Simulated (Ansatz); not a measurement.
Reaction (ligand exchange at the Sn–Se bond): `[F][Sn]([F])([F])[SeH]` + HBr → `[F][Sn]([F])([F])[Br]` + H₂Se

Isolated molecules relaxed with PBE0-D4/def2-TZVP in Ansatz; ΔE leaves out vibrations. CCSD(T)/CBS adds triple-zeta CCSD(T) − MP2 to the extrapolated MP2 energy (def2 sets, frozen cores). Elements past krypton have def2 core potentials. For Br, Se, Sn outer-core shells are correlated without core-valence functions, which leaves a few kJ/mol of doubt a bond. Scalar relativity is left out up to krypton. Each species was taken in one conformer, which may not be the lowest.

```csv
species,CCSD(T)/CBS(def2) energy (Eh)
`[F][Sn]([F])([F])[SeH]`,-2914.83827
HBr,-2573.91920
`[F][Sn]([F])([F])[Br]`,-3086.86202
H₂Se,-2401.89790
```

Problem. Work out ΔE.

Solution. ΔE = (-3086.86202) + (-2401.89790) − (-2914.83827) − (-2573.91920) = -0.00245 Eh = -6.4 kJ/mol.

Largest T1 diagnostic among the species: 0.013.

Leaving LDA and LC-ωPBE aside and taking each functional with its dispersion term where it has one, the values, not all of them listed here, spread over 9.8 kJ/mol, from B97M-V to PBE-D4. LDA lies +3.2 kJ/mol from PBE without D4. From BLYP to BHLYP (50 % exact exchange), in def2-TZVPP and without D4, ΔE moves by −5.5 kJ/mol. In def2-TZVPP, CCSD(T) changes the Hartree–Fock value by +11.3 kJ/mol (the triples alone add +1.2 kJ/mol) and MP2 by +13.1 kJ/mol.
